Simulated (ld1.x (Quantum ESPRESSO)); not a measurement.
## O (Z = 8): what ld1.x (Quantum ESPRESSO) 7.5 does with a changed input

Command:

```bash
ld1.x < O.in > O.out
```

Input:

```
&input
   title='O', zed=8., rel=0, dft='PBE', iswitch=3,
   config='[He] 2s2 2p4 3d-2',
   nld=3, rlderiv=2.55, eminld=-4.0, emaxld=5.0, deld=0.02
 /
 &inputp
   pseudotype=3, tm=.true., lloc=2, rcloc=1.05,
   nlcc=.false.,
   file_pseudopw='O.UPF', file_wfcaegen='ae.wfc', file_wfcncgen='nc.wfc', file_beta='beta', file_chi='chi', file_wfcusgen='us.wfc'
 /
6
2S  1  0   2.00   0.00  0.90  1.05  0.0
2S  1  0   0.00  -1.25  0.90  1.05  0.0
2P  2  1   4.00   0.00  2.00  2.30  0.0
2P  2  1   0.00  -0.30  2.00  2.30  0.0
3D  3  2  -2.00   0.25  2.20  2.35  0.0
3D  3  2  -2.00   2.60  2.20  2.35  0.0
 &test
   configts(1)='2s2 2p4'
 /
```

This is an input that runs to its end, with one change: lloc set to 2 without reordering the list of waves.

How does the run end?

The program refuses the input: "ld1_readin: only one local channel".

```
Program LD1 v.7.5

 %%%%%%%%%%%%%%%%%%%%%%%%%%%%%%%%%%%%%%%%%%%%%%%%%%%%%%%%%%%%%%%%%%%%%%%%%%%%%%
     Error in routine ld1_readin (1):
     only one local channel
 %%%%%%%%%%%%%%%%%%%%%%%%%%%%%%%%%%%%%%%%%%%%%%%%%%%%%%%%%%%%%%%%%%%%%%%%%%%%%%

     stopping ...
```
